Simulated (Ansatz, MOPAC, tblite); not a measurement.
## SiBrCl3 (bromotrichlorosilane): methods side by side

SiBrCl3, singlet, SMILES `Cl[Si](Cl)(Cl)Br`. Each level relaxes the structure for itself.

Quantity: the zero-point energy at each level's own minimum, in kJ/mol. The values are calculated.

| level | kind | program | value (kJ/mol) |
| --- | --- | --- | --- |
| MNDO | semi-empirical | MOPAC | 17.1 |
| GFN1-xTB | semi-empirical | tblite | 17.8 |
| MNDOD | semi-empirical | MOPAC | 18.4 |
| PM7 | semi-empirical | MOPAC | 17.6 |
| HF/STO-3G | Hartree–Fock | Ansatz | 20.2 |
| HF/3-21G | Hartree–Fock | Ansatz | 16.8 |
| HF/6-31G* (Cartesian functions) | Hartree–Fock | Ansatz | 19.1 |
| PBE/def2-SVP | GGA | Ansatz | 17.4 |
| PBE0-D4/def2-TZVP | global hybrid | Ansatz | 18.0 |
| B3LYP/6-31G* (Cartesian functions) | global hybrid | Ansatz | 17.6 |

All-electron rows without a relativistic Hamiltonian named are non-relativistic. Harmonic and unscaled. The values span 16.8 to 20.2 kJ/mol. Without the sets that lack polarisation functions the rows with a basis span only 17.4 to 19.1 kJ/mol.
